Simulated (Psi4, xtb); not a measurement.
Internal rotation in SMILES c1coc(Oc2ccsc2)c1, singlet. Scanned: dihedral O3–C4–O5–C6; all other coordinates were relaxed at GFN2-xTB. Points at φ and −φ are mirror images. Heavy atoms are numbered in the order of the SMILES c1coc(Oc2ccsc2)c1, hydrogens after them in the order of the atoms that carry them; the mirror image has the same energies with the sign of each dihedral reversed.

- GFN1-xTB // GFN2-xTB (xtb)
- PBE0-D3(BJ)/def2-SVP // GFN2-xTB (Psi4)
- PBE0/def2-SVP // GFN2-xTB (Psi4)

Energies in kcal/mol, each method relative to its own lowest point.

```csv
φ / °,GFN1-xTB,PBE0-D3(BJ)/def2-SVP,PBE0/def2-SVP
-160,2.7,0.3,0.4
-140,2.8,0.3,0.4
-120,3.1,0.4,0.5
-100,3.3,0.3,0.3
-80,2.7,0.0,0.0
-60,1.7,0.0,0.0
-40,0.6,0.5,0.4
-20,0.1,0.9,0.8
0,0.0,1.1,1.0
20,0.1,0.9,0.8
40,0.6,0.5,0.4
60,1.7,0.0,0.0
80,2.7,0.0,0.0
100,3.3,0.3,0.3
120,3.1,0.4,0.5
140,2.8,0.3,0.4
160,2.7,0.3,0.4
180,3.2,0.7,0.8
```
